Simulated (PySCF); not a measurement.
**Shapes and spin states of ZrN₂**

All numbers come from PBE0/[Zr def2-TZVP with ECP28, N def2-TZVP], scalar-relativistic core potentials, density fitting, no spin–orbit coupling, PySCF.

Relaxations began from a few typed shapes and spin states; open shells are unrestricted. The search is not exhaustive: other isomers or separated fragments can lie lower, and high-lying points may rest on an excited occupation.

Order these stationary points by electronic energy, lowest first, in kJ/mol from the lowest minimum.
A. singlet (closed shell, unstable to spin polarisation) D∞h: Zr–N 1.749 Å (×2); N–Zr–N 180.0°
B. triplet D∞h: Zr–N 1.876 Å (×2); N–Zr–N 180.0°
C. singlet (closed shell, unstable to spin polarisation) C2v: Zr–N 1.776 Å (×2); N–Zr–N 128.6°
D. broken-symmetry Ms = 0 (⟨S²⟩ 0.95) C2v: N–N 1.213 Å, Zr–N 2.048 Å (×2); N–N–Zr 72.8° (×2), N–Zr–N 34.5°
E. singlet (closed shell, unstable to spin polarisation) C2v: N–N 1.193 Å, Zr–N 2.088 Å (×2); N–N–Zr 73.4° (×2), N–Zr–N 33.2°
F. triplet C∞v: Zr–N 1.715 Å, Zr–N 2.084 Å; N–Zr–N 180.0°
G. singlet (closed shell, unstable to spin polarisation) C2v: N–N 1.363 Å, Zr–N 1.868 Å (×2); N–N–Zr 68.6° (×2), N–Zr–N 42.8°
H. triplet Cs: Zr–N 1.713 Å, Zr–N 2.086 Å; N–Zr–N 104.6°

D (0.0), E (40.3), G (76.6), H (234.0), C (257.1), A (286.4), F (339.8), B (354.4).

Which of them are minima?

By energy in kJ/mol, 0.0: minimum; 40.3: minimum of the closed-shell surface only; 76.6: minimum of the closed-shell surface only; 234.0: minimum; 257.1: minimum of the closed-shell surface only; 286.4: saddle point, 2 imaginary modes; 339.8: saddle point, 2 imaginary modes; 354.4: saddle point, 3 imaginary modes.

For the lowest minimum: the determinant is spin-contaminated (⟨S²⟩ = 0.95, pure value 0.00). The spin densities have lower symmetry than the nuclear frame.

The electron or spin density has lower symmetry than the nuclear frame for the triplet C∞v at 339.8 kJ/mol, triplet D∞h at 354.4 kJ/mol.
